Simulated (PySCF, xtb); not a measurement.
BiI₃, SMILES [I][Bi]([I])[I].

GFN2-xTB in xtb at its own geometry gives an orbital gap of 5.10 eV and a dipole moment of 9.59 D.

The structure is a stationary point at B3LYP-D3(BJ)/def2-SVP. The isomer is the one that the SMILES or the coordinates give; other isomers of the formula were not compared. The def2 effective core potentials stand for the cores of Bi, I; spin–orbit coupling is left out.

Problem. What does PySCF with HF/def2-TZVP give? (An estimate is asked for; the answer gives what the named calculation found.)

Solution. gap 9.19 eV (levels -9.70 and -0.51 eV), dipole 3.17 D.
